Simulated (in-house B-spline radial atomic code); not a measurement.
Binding energies in the mercury ion Hg⁺

NIST's tabulated ground configuration is [Xe] 4f14 5d10 6s1; each binding energy is the energy of the ion with one electron taken from that subshell, relaxed, less that of the parent. All numbers are computed (Dirac-Kohn-Sham PBE0, spherical fractional occupations; Fermi nucleus of rms radius 5.4648 fm) with a B-spline radial code for spherical atoms, not measured. Energies include first-order Breit, QED and recoil terms.

Caution: exact exchange at fractional occupations of open shells leaves self-interaction of up to several eV.

```
subshell  X-ray name  binding energy (eV)  -ε (eV)  relaxation (eV)
      1s           K              83305.8  83169.5           -540.0
      2s          L1              14812.5  14776.3            -93.5
   2p1/2          L2              14241.2  14173.5           -122.9
   2p3/2          L3              12303.1  12225.0           -112.3
      3s          M1               3543.9   3530.6            -25.2
   3p1/2          M2               3275.1   3258.7            -27.4
   3p3/2          M3               2847.1   2825.7            -27.9
   3d3/2          M4               2405.8   2375.9            -34.1
   3d5/2          M5               2314.9   2283.3            -34.4
      4s          N1                801.7    792.9            -11.4
   4p1/2          N2                  685    675.9            -11.4
   4p3/2          N3                582.2    571.0            -12.3
   4d3/2          N4                391.3    379.6            -12.2
   4d5/2          N5                372.3    360.0            -12.5
      5s          O1                138.7    132.4             -6.7
   4f5/2          N6                125.6    113.2            -12.1
   4f7/2          N7                121.6    109.0            -12.3
   5p1/2          O2                99.51    93.36            -6.49
   5p3/2          O3                81.68    74.94            -6.86
   5d3/2          O4                27.82    21.93            -5.90
   5d5/2          O5                   26    20.01            -5.96
      6s          P1                18.03    14.41            -3.67
```

Relaxation = -ε minus the binding energy without Breit, QED and recoil terms. With a density functional, K lines can miss by some tenths of a per cent, more in light atoms. For a density functional the relaxation so defined is negative, because -ε of a Kohn-Sham level is smaller than the binding energy.

Emission lines follow as differences of binding energies, with λ = 12398.42 eV·Å / E:

```tsv
line	holes	energy (eV)	wavelength (Å)
K-L3	1s → 2p3/2	71002.7	0.17462
K-L2	1s → 2p1/2	69064.6	0.17952
K-M3	1s → 3p3/2	80458.7	0.1541
L3-M5	2p3/2 → 3d5/2	9988.2	1.2413
L2-M4	2p1/2 → 3d3/2	11835.4	1.0476
L1-M3	2s → 3p3/2	11965.4	1.0362
L3-M1	2p3/2 → 3s	8759.2	1.4155
L2-N4	2p1/2 → 4d3/2	13849.9	0.8952
M5-N7	3d5/2 → 4f7/2	2193.3	5.6529
M4-N6	3d3/2 → 4f5/2	2280.2	5.4374
```

What screening constant σ does Moseley's law, E = (3/4)·13.6057 eV·(Z - σ)², need for K-L3?

σ = -3.42.

Moseley's non-relativistic formula needs a falling, then negative, screening constant for heavy elements, because relativity binds the 1s electron more strongly than the formula allows.

What does it cost to remove both a 4d5/2 and a 5s electron?

530.64 eV, which is 19.65 eV more than the two single binding energies together.

What does it cost to remove both a 3p3/2 and a 4d5/2 electron?

3252.8 eV, which is 33.36 eV more than the two single binding energies together.

What does it cost to remove both a 2p3/2 and a 3p1/2 electron?

15683 eV, which is 104.8 eV more than the two single binding energies together.
